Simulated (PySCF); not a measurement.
MF₃ across group 13

Level: PBE0, basis family def2-TZVP, scalar-relativistic core potentials from Rb on and no relativity for lighter atoms.

Each entry is the lowest minimum that a search over a few typed start shapes (and spin states, where more than one is plausible) found, or that minimum re-optimised at the stated level; isomers with ligand–ligand bonds, or fragments after loss of a ligand pair, can lie lower. Open shells are unrestricted; no spin–orbit coupling; PySCF with density fitting.

| molecule | 2S+1 | point group | mean bond to the central atom (Å) | distinct angles (°) | lowest ω (cm⁻¹) | gap (eV) |
| --- | --- | --- | --- | --- | --- | --- |
| BF₃ | 1 | D3h | 1.311 | 120 | 475 | 12.68 |
| AlF₃ | 1 | D3h | 1.629 | 120 | 243 | 10.23 |
| GaF₃ | 1 | D3h | 1.724 | 120 | 182 | 9.42 |
| InF₃ | 1 | D3h | 1.919 | 120 | 125 | 7.73 |
| TlF₃ | 1 | D3h | 1.993 | 120 | 71 | 6.34 |

The bond lengthens at every step; the largest change, 0.318 Å, falls between BF₃ and AlF₃ among the members listed.

Spin–orbit coupling can matter for TlF₃.

Left out of the table are members whose search was unfinished or whose lowest solution was spin-contaminated, unstable, very soft or bonded differently.
